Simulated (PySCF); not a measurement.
**C5H12OP2: full NMR table**

```yaml
Formula: C5H12OP2
SMILES: CP(C)/C=C\[P@@H](C)=O
InChI: InChI=1S/C5H12OP2/c1-7(2)4-5-8(3)6/h4-5,8H,1-3H3/b5-4-
Point_group_of_the_computed_structure: C1
Carbon_signals: 4
Proton_signals: 5
```

Mapped SMILES: `[CH3:1][P:2]([CH3:3])/[CH:4]=[CH:5]\[P@@H:6]([CH3:7])=[O:8]`; H(Xn) means a hydrogen on atom n.

[PySCF 2.14.0 with density-fitted response routines: NMR shieldings at PBE0/pcSseg-1/GIAO; coordinates at the GFN2-xTB level; single conformer; non-relativistic; gas phase; fast rotation and ring inversion assumed for equivalent nuclei]

δ = σ(ref) − σ, references computed at the same level: TMS for $^{1}$H and $^{13}$C; $^{31}$P vs H3PO4; $^{17}$O against H2O.

| carbon | δC, type | δH (multiplicity) | HMBC from (2–3 bonds) | span of the C tensor (ppm) |
| --- | --- | --- | --- | --- |
| C1/C3 | 17.8, CH3 | 1.22 (m) | H(C4), H(C1)/H(C3) | 31 |
| C4 | 169.4, CH | 7.40 (m) | H(P6), H(C5), H(C1)/H(C3) | 249 |
| C5 | 149.1, CH | 6.76 (m) | H(P6), H(C4), H(C7) | 216 |
| C7 | 18.5, CH3 | 1.35 (m) | H(P6), H(C5) | 40 |

Other nuclei:
```json
{"atoms": "H(P6)", "nucleus": "$^{1}$H", "environment": "hydrogen on a phosphorus bonded to 2 C, O", "δ (ppm)": "8.26", "σ (ppm)": "23.46"}
{"atoms": "P6", "nucleus": "$^{31}$P", "environment": "phosphorus bonded to 2 C, O, H", "δ (ppm)": "-26.7", "σ (ppm)": "345.1"}
{"atoms": "P2", "nucleus": "$^{31}$P", "environment": "phosphorus bonded to 3 C", "δ (ppm)": "-81.0", "σ (ppm)": "399.4"}
{"atoms": "O8", "nucleus": "$^{17}$O", "environment": "P=O oxygen", "δ (ppm)": "111.7", "σ (ppm)": "224.4"}
```

- δC 169.4, 149.1: alkene CH.
- δC 18.5, 17.8: methyl carbon bonded to P.
- δH 8.26: hydrogen on a phosphorus bonded to 2 C, O.
- δH 7.40, 6.76: hydrogen on an alkene CH; a vinylic proton, deshielded by the sp2 carbon and the C=C anisotropy.
- δH 1.35, 1.22: hydrogen on a methyl carbon bonded to P.

Splittings by $^{31}$P in the carbon and heteronuclear signals aren't shown, as no couplings were computed. Shifts are as computed. Against solution values, carbons near 30 ppm lie about +3 ppm off and those near 130 ppm about +5 ppm. Of 1211 compounds with measured shifts, 218 miss one by over three times the rms of a fit or turn the order of signals round; such compounds aren't used in these exercises. Experimental scales use liquid or dissolved standards, which lie at an offset from isolated H2O (liquid H2O: subtract about 36 ppm) and H3PO4. No couplings were computed; multiplicities are counted from neighbouring protons, with m where these are inequivalent, close in shift, in a saturated or five-membered ring or joined by F or P, and br s for small geminal =CH2 splittings.
